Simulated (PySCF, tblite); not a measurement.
C₆H₆O₂Si.
Atom-mapped SMILES: `[CH:1]#[C:2][c:3]1[cH:4][c:5]([SiH2:6][OH:7])[cH:8][o:9]1` (hydrogens: H10 on C1; H11 on C4; H12, H13 on Si6; H14 on O7; H15 on C8)

Structure used (GFN2-xTB), in Å, numbered top down from 1:
```
atom  x, y, z in Å
C1     3.9104    0.2862   -1.5532
C2     2.8163    0.0857   -1.0995
C3     1.5342   -0.1476   -0.5751
C4     0.5489    0.7355   -0.2173
C5    -0.5466   -0.0383    0.2456
Si6   -2.1837    0.5864    0.8825
O7    -3.0847   -0.7660    0.9650
C8    -0.1299   -1.3349    0.1298
O9     1.1127   -1.4195   -0.3597
H10    4.8647    0.4702   -1.9470
H11    0.5982    1.8036   -0.2800
H12   -2.7794    1.5519   -0.0457
H13   -2.0427    1.1945    2.2101
H14   -3.9905   -0.7475    1.2588
H15   -0.6323   -2.2522    0.3640
```

Computed with B3LYP/def2-SVPD in PySCF (dipole) on a GFN2-xTB geometry, gas phase.

Take the most abundant isotopes and a rigid rotor. The values belong to one conformer with, in the numbering `[CH:1]#[C:2][c:3]1[cH:4][c:5]([SiH2:6][OH:7])[cH:8][o:9]1`, C4–C5–Si6–O7 169°, C5–Si6–O7–H 180°.

Give the principal moments of inertia and the rotational constants in MHz.

Ia = 93.97, Ib = 770.59, Ic = 856.93 u·Å²; 505379 MHz·u·Å²/I gives A = 5378, B = 655.8, C = 589.8 MHz.

What kind of rotor is it?

A near-prolate asymmetric top; Ray's κ = -0.972.

What does the inertial defect say?

Not planar: Δ = Ic − Ia − Ib = -7.63 u·Å². For a rigid frame Δ = −2 Σ m c², so Σ m c² = 3.81 u·Å² lies off the ab plane: 2.97 from hydrogen and 0.85 from heavier atoms. The atom farthest from that plane is 1.35 Å away.

Give the other two planar moments, Paa and Pbb, and the rms extents of the mass along the axes.

Paa = Σ m a² = (Ib + Ic − Ia)/2 = 766.78 and Pbb = Σ m b² = (Ia + Ic − Ib)/2 = 90.16 u·Å². With the mass M = 138.01 u, the rms extents √(P/M) along a, b and c are 2.36, 0.81, 0.17 Å.

Which lines would a microwave search look for?

The dipole components are |μa| = 1.73 D, |μb| = 0.91 D, |μc| = 0.02 D. The squared components, which scale the intensities, stand as 1.00 : 0.28 : 0.00 (a : b : c). Some lines, for components of 0.1 D or more:

| type | branch | J(Ka,Kc) | MHz | lower level (cm⁻¹) |
| --- | --- | --- | --- | --- |
| a | Q | 3(1,2) ← 3(1,3) | 396 | 0.401 |
| a | R | 1(0,1) ← 0(0,0) | 1246 | 0.000 |
| a | R | 2(1,2) ← 1(1,1) | 2425 | 0.199 |
| a | R | 2(1,1) ← 1(1,0) | 2557 | 0.201 |
| a | R | 3(1,3) ← 2(1,2) | 3637 | 0.280 |
| a | R | 3(0,3) ← 2(0,2) | 3734 | 0.125 |
| a | R | 3(1,2) ← 2(1,1) | 3835 | 0.287 |
| b | Q | 1(1,0) ← 1(0,1) | 4788 | 0.042 |
| b | Q | 2(1,1) ← 2(0,2) | 4855 | 0.125 |
| b | R | 1(1,1) ← 0(0,0) | 5968 | 0.000 |
| b | R | 2(1,2) ← 1(0,1) | 7147 | 0.042 |
| b | R | 3(1,3) ← 2(0,2) | 8294 | 0.125 |
| b | Q | 2(2,1) ← 2(1,2) | 14364 | 0.280 |
| b | R | 2(2,1) ← 1(1,0) | 16723 | 0.201 |
| b | R | 3(2,2) ← 2(1,1) | 17903 | 0.287 |
| b | R | 3(2,1) ← 2(1,2) | 18105 | 0.280 |
| b | R | 3(3,0) ← 2(2,1) | 27513 | 0.759 |

Estimate the classical rotational partition function at 50 K, 100 K and 500 K.

Point group C1, symmetry number σ = 1; q = (√π/σ)·√((kT/h)³/(ABC)), k/h = 20836.6 MHz/K: 41300 at 50 K, 117000 at 100 K, 1310000 at 500 K.

Its GFN2-xTB frequencies are all real (lowest 32 cm⁻¹). These are rigid-rotor constants of the computed structure; measured ground-state constants (B0) also hold zero-point vibration.
